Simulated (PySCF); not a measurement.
C7H9O (doublet state).
Z-matrix (Å and degrees, GFN2-xTB geometry), rows numbered from 1:
```
C 
C   1  1.3196
C   2  1.5046  1  124.26
C   3  1.4868  2  108.99  1  -113.85
C   4  1.3843  3  130.52  2    83.83
C   5  1.3750  4  108.58  3  -176.33
C   6  1.4925  5  107.07  4     0.57
O   4  1.3695  3  118.32  2   -91.59
H   1  1.0768  2  122.02  3   178.32
H   1  1.0780  2  121.72  3    -2.19
H   2  1.0815  1  120.81  3  -177.41
H   3  1.0910  2  109.94  1     6.58
H   3  1.0924  2  109.70  1   127.15
H   5  1.0722  4  124.58  3     4.09
H   6  1.0696  5  129.07  4  -179.36
H   7  1.1021  6  113.32  5   118.60
H   7  1.1018  6  113.42  5  -118.95
```

The hyperfine couplings belong to this conformer and change with its torsions.

The species is `C=CC[C]1C=CCO1` [radical].

Level of theory: PySCF 2.14.0, UKS B3LYP, pcH-1 on C H O, non-relativistic, mean-field spin-orbit, GIAO. One conformer (not necessarily the lowest) at the GFN2-xTB geometry, without solvent, vibrations or thermal averaging. Couplings are sensitive to structure, and on GFN2-xTB geometries they can be far from those on DFT ones. No stability test was run, so a lower SCF solution isn't excluded.

The Mulliken spin populations are largest on C6 (+0.58), C4 (+0.50), C5 (-0.20) and O8 (+0.09). The positive populations add up to 1.33 and the negative ones to -0.33, together 2S = 1. The angles at C6 add up to 360.0°, so it is planar.

(1) McConnell's relation a(H) = Q·ρ ties the coupling of a proton on a planar π carbon to the spin population of that carbon. What Q do the computed values give?

(2) List the C–H protons on four-coordinate carbons next to a three-coordinate spin centre, with their couplings and θ (C–H bond against the normal to the plane of the centre's neighbours, projected along the bond that joins the two).

Answers

(1) 
```json
{"H": "H14", "C": "C5", "ρ(C)": "-0.200", "a(H) (G)": "+2.74", "a/ρ (G)": "-13.7"}
{"H": "H15", "C": "C6", "ρ(C)": "+0.582", "a(H) (G)": "-14.13", "a/ρ (G)": "-24.3"}
```

A least-squares line through the origin gives Q = -23.2 G with Mulliken populations. In McConnell's picture π spin on carbon polarises the C–H bond and leaves opposite spin at the proton, which makes Q negative, as found here. Where ρ is negative the coupling is positive.

(2) 
```json
{"β H": "H12", "on": "C3", "centre": "C4", "θ (°)": "56", "cos²θ": "0.31", "a (G)": "+7.04"}
{"β H": "H13", "on": "C3", "centre": "C4", "θ (°)": "64", "cos²θ": "0.19", "a (G)": "+6.04"}
{"β H": "H16", "on": "C7", "centre": "C6", "θ (°)": "29", "cos²θ": "0.77", "a (G)": "+40.40"}
{"β H": "H17", "on": "C7", "centre": "C6", "θ (°)": "29", "cos²θ": "0.77", "a (G)": "+39.60"}
```

Fitting the Heller–McConnell form a = ρ(B0 + B2 cos²θ), with Mulliken ρ = 0.50 and 0.58, gives B0 = -12.9 G and B2 = 105.6 G, with a largest miss of 3.0 G.

Couplings in gauss use g_iso = 2.0031.
